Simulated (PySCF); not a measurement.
This script is equivalent to a calculation on Xe (xenon, neutral).

```python
from pyscf import gto, scf, dft, mp, cc
import basis_set_exchange as bse
mol = gto.M(atom="Xe 0 0 0", charge=0, spin=0, symmetry="D2h",
            basis=gto.basis.parse(bse.get_basis("aug-cc-pVTZ-DK3", elements=["Xe"], fmt="nwchem")),
            nucmod="G")
mf = scf.UHF(mol).sfx2c1e()
mf.irrep_nelec = {'Ag': (9, 9), 'B1g': (2, 2), 'B2g': (2, 2), 'B3g': (2, 2), 'B1u': (4, 4), 'B2u': (4, 4), 'B3u': (4, 4)}
mf.kernel()
```

Task: What total energy does it give?

Result: -7443.16484 hartree (calculated).

Task: Which occupied shell lies highest, and where?

Result: 5p, at -12.425 eV.
